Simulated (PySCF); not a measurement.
# Radial density of Be²⁺ (beryllium, charge +2)

UHF, 1s2, closed-shell 1S. All numbers are calculated (PySCF 2.14, the non-relativistic Hamiltonian (point nucleus), in aug-cc-pVDZ).

```
r (bohr)  4πr²ρ (e/bohr)
 0.00835         0.02804
  0.0141         0.07617
  0.0236          0.1989
  0.0398          0.4961
  0.0669           1.132
   0.112           2.245
   0.189           3.517
   0.318           3.772
   0.535           2.194
   0.900          0.4694
    1.51         0.01896
    2.55       5.373e-05
```
